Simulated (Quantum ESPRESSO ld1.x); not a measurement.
Task: The sulfur ion S3+, configuration [Ne] 3s2 3p(up 0.5, down 0.5) (fractional occupations, a model configuration). Calculated with ld1.x of Quantum ESPRESSO 7.5: scalar-relativistic Kohn-Sham, LDA (Slater exchange, Perdew-Zunger correlation), spin-polarised, spherical densities, point nucleus. Some entries of the table are withheld. Estimate them.

orbital  occ.  eigenvalue (eV)  <1/r> (bohr^-1)  <r> (bohr)
1s          2         -2440.42              (1)     0.09715
2s          2         -252.424            3.061         (2)
2p          6         -198.314            2.965         (3)
3s          2         -52.2839           0.9127         (4)
3p          1         -40.4172           0.8181         (5)

Result: 
(1) 1s <1/r> (bohr^-1): 15.62
(2) 2s <r> (bohr): 0.4798
(3) 2p <r> (bohr): 0.4415
(4) 3s <r> (bohr): 1.519
(5) 3p <r> (bohr): 1.658
